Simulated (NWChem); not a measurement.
System: GeH2, singlet; SMILES [GeH2]

NWChem input:

```
start job
memory heap 200 mb stack 900 mb global 1100 mb
geometry units angstroms noautoz
  Ge     0.000000     0.000000     0.036309
  H      0.000000    -1.136429    -1.086225
  H      0.000000     1.136429    -1.086225
end
basis spherical
  Ge library def2-tzvp
  H library def2-tzvp
end
dft
  xc b3lyp
  iterations 150
  vectors input atomic output neutral.movecs
end
task dft energy
charge 1
dft
  odft
  mult 2
  vectors input atomic output cation.movecs
end
task dft energy
```

Output (shortened):

```
             Northwest Computational Chemistry Package (NWChem) 7.3.0
             --------------------------------------------------------

 C2V symmetry detected

                             Geometry "geometry" -> ""
                             -------------------------

 Output coordinates in angstroms (scale by  1.889725989 to convert to a.u.)

  No.       Tag          Charge          X              Y              Z
 ---- ---------------- ---------- -------------- -------------- --------------
    1 Ge                  32.0000     0.00000000     0.00000000     0.06603141
    2 H                    1.0000     1.13642900     0.00000000    -1.05650259
    3 H                    1.0000    -1.13642900     0.00000000    -1.05650259

 Effective nuclear repulsion energy (a.u.)      21.4349208978

      Symmetry information
      --------------------

 Group name             C2v
 Group number             16
 Group order               4
 No. of unique centers     2

                                 NWChem DFT Module
                                 -----------------

 Summary of "ao basis" -> "ao basis" (spherical)
 ------------------------------------------------------------------------------
       Tag                 Description            Shells   Functions and Types
 ---------------- ------------------------------  ------  ---------------------
 Ge                        def2-tzvp                16       48   6s5p4d1f
 H                         def2-tzvp                 4        6   3s1p

      Symmetry analysis of basis
      --------------------------

        a1         26
        a2          6
        b1         16
        b2         12

            General Information
            -------------------
          SCF calculation type: DFT
          Wavefunction type:  closed shell.
          No. of atoms     :     3
          No. of electrons :    34
           Alpha electrons :    17
            Beta electrons :    17
          Charge           :     0
          Spin multiplicity:     1
          Use of symmetry is: on ; symmetry adaption is: on
          Maximum number of iterations: 150
          AO basis - number of functions:    60
                     number of shells:    24
          Convergence on energy requested:  1.00D-06
          Convergence on density requested:  1.00D-05
          Convergence on gradient requested:  5.00D-04

              XC Information
              --------------
                         B3LYP Method XC Potential
                     Hartree-Fock (Exact) Exchange  0.200
                        Slater Exchange Functional  0.800 local
                    Becke 1988 Exchange Functional  0.720 non-local
              Lee-Yang-Parr Correlation Functional  0.810
                  VWN I RPA Correlation Functional  0.190 local

             Grid Information
             ----------------
          Grid used for XC integration:  medium
          Radial quadrature: Mura-Knowles
          Angular quadrature: Lebedev.
          Tag              B.-S. Rad. Rad. Pts. Rad. Cut. Ang. Pts.
          ---              ---------- --------- --------- ---------
          Ge                  1.25      112           7.0       590
          H                   0.35       45           8.0       434
          Grid pruning is: on
          Number of quadrature shells:   157
          Spatial weights used:  Erf1

      Superposition of Atomic Density Guess
      -------------------------------------

 Sum of atomic energies:       -2076.30568075

      Non-variational initial energy
      ------------------------------

 Total energy =   -2076.268760
 1-e energy   =   -2938.579045
 2-e energy   =     840.875365
 HOMO         =      -0.235571
 LUMO         =      -0.085844

      Symmetry analysis of molecular orbitals - initial
      -------------------------------------------------

  Numbering of irreducible representations:

     1 a1          2 a2          3 b1          4 b2

  Orbital symmetries:

     1 a1          2 a1          3 b1          4 a1          5 b2
     6 a1          7 b1          8 a1          9 b2         10 b1
    11 a1         12 a1         13 a2         14 b2         15 a1
    16 b1         17 a1         18 b2         19 b1         20 a1
    21 a1         22 a1         23 a2         24 b2         25 b1
    26 a1         27 b2

   convergence    iter        energy       DeltaE   RMS-Dens  Diis-err
 ---------------- ----- ----------------- --------- --------- ---------
 d= 0,ls=0.0,diis     1  -2078.1778119235 -2.10D+03  8.64D-03  3.90D-01
 d= 0,ls=0.0,diis     2  -2078.1942046304 -1.64D-02  3.10D-03  4.13D-02
 d= 0,ls=0.0,diis     3  -2078.1963412910 -2.14D-03  6.17D-04  9.62D-03
 d= 0,ls=0.0,diis     4  -2078.1967440324 -4.03D-04  2.56D-04  3.84D-04
 d= 0,ls=0.0,diis     5  -2078.1967687382 -2.47D-05  3.86D-05  4.71D-06
  Resetting Diis
 d= 0,ls=0.0,diis     6  -2078.1967697613 -1.02D-06  3.31D-06  7.67D-08
 d= 0,ls=0.0,diis     7  -2078.1967697682 -6.92D-09  3.44D-07  1.62D-10

         Total DFT energy =    -2078.196769768233
      One electron energy =    -2938.148285277349
           Coulomb energy =      918.290043864491
    Exchange-Corr. energy =      -79.773449253128
 Nuclear repulsion energy =       21.434920897754

 Numeric. integr. density =       34.000000697742

                  Occupations of the irreducible representations
                  ----------------------------------------------

                     irrep           alpha         beta
                     --------     --------     --------
                     a1                9.0          9.0
                     a2                1.0          1.0
                     b1                4.0          4.0
                     b2                3.0          3.0

                       DFT Final Molecular Orbital Analysis
                       ------------------------------------

[...]
```

Level: B3LYP/def2-TZVP, vertical spin-unrestricted ions. Low-valent species are run as closed-shell singlets; no triplet was tried in these runs. Structure relaxed at the PBE0/def2-SVP level.
